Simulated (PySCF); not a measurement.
CH3ClFNSi2, SMILES N1[Si@]([SiH2]C=1)(F)Cl. Coordinates come from a B3LYP-D3(BJ)/def2-SVP optimisation. The structure was generated by enumeration; whether it is a known compound was not checked.

Computed equilibrium geometry at B3LYP-D3(BJ)/def2-SVP (PySCF confirms it by a frequency run) as a Z-matrix:
```
Si
H 1 1.4920
H 1 1.4920 2 109.38
C 1 1.9422 2 115.24 3 133.19
N 4 1.2914 1 110.78 2 113.86
H 4 1.1071 5 119.74 1 179.75
Si 5 1.7903 4 101.40 6 -179.16
F 7 1.6201 5 111.79 4 -120.07
Cl 7 2.0592 8 106.91 5 123.36
```
